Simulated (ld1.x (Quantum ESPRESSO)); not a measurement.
## Reading a pseudo-wave (Ge)

Columns: radius, all-electron u(r) and pseudo u(r) of the 4p shell (level -3.89 eV) of germanium in the configuration [Ar] 3d10 4s2 4p2; Wu–Cohen, scalar-relativistic, TM scheme, ld1.x (Quantum ESPRESSO) 7.5.

```csv
r (bohr),all-electron,pseudo
0.125,0.1448,0.0046
0.250,-0.0464,0.0185
0.375,-0.2148,0.0413
0.500,-0.2460,0.0727
0.625,-0.1803,0.1121
0.750,-0.0696,0.1585
0.875,0.0533,0.2110
1.000,0.1713,0.2679
1.125,0.2763,0.3273
1.250,0.3657,0.3868
1.375,0.4393,0.4437
1.500,0.4980,0.4952
1.625,0.5434,0.5391
1.750,0.5769,0.5738
1.875,0.6003,0.5987
2.000,0.6149,0.6144
2.125,0.6221,0.6220
2.250,0.6232,0.6232
2.375,0.6191,0.6191
2.500,0.6108,0.6108
2.625,0.5992,0.5992
2.750,0.5848,0.5848
2.875,0.5683,0.5683
3.000,0.5501,0.5501
3.125,0.5307,0.5307
3.250,0.5104,0.5104
```

Task: How many radial nodes do the two functions have?

Result: The all-electron 4p function has n − l − 1 = 2; the pseudo-wave has 0, since the states of the same l below it are removed with the core.

Task: At about which radius was the pseudo-wave matched?

Result: 2.35 bohr. The columns agree to 0.0005 from 2.12 bohr on; several derivatives are matched, so the curves merge somewhat inside the radius.

Task: Is the pseudo-wave norm-conserving?

Result: Yes: the TM scheme keeps the norm inside the radius equal to the all-electron one, which fixes the energy derivative of the logarithmic derivative at the level.
